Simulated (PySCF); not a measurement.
# Ionisation energy of I³³⁺ by level of theory

I³³⁺ [Ar] 3d2 (3F) → I³⁴⁺ [Ar] 3d1 (2D), as a difference of total energies. Computed with PySCF 2.14 in an even-tempered Gaussian basis (19 s from 5.3 bohr⁻², ratio 2.2; 12 p from 6.9 bohr⁻², ratio 2.2; 9 d from 6.9 bohr⁻², ratio 2.2; 4 f from 24 bohr⁻², ratio 2.4; 4 g from 36 bohr⁻², ratio 2.4; 3 h from 54 bohr⁻², ratio 2.4), with the non-relativistic Hamiltonian (point nucleus). Correlated levels: outer shells: [Ne] frozen; virtual orbitals above 40 to 60 times the deepest correlated orbital energy dropped. The calculations carry no spin-orbit coupling.

```
                method  ionisation energy (eV)
                   UHF                  2088.0
                revPBE                  2087.9
                B2PLYP                  2088.3
    MP2 (outer shells)                  2087.6
SCS-MP2 (outer shells)                  2087.5
```

All relativistic terms are absent from these numbers, so their closeness to the reference says little about the methods.

The reference lies between the lowest fine-structure levels, while these numbers refer to the centres of the terms.

For comparison: 2093 ± 5 eV (theoretical estimate listed by NIST; NIST Atomic Spectra Database, ionization energies).
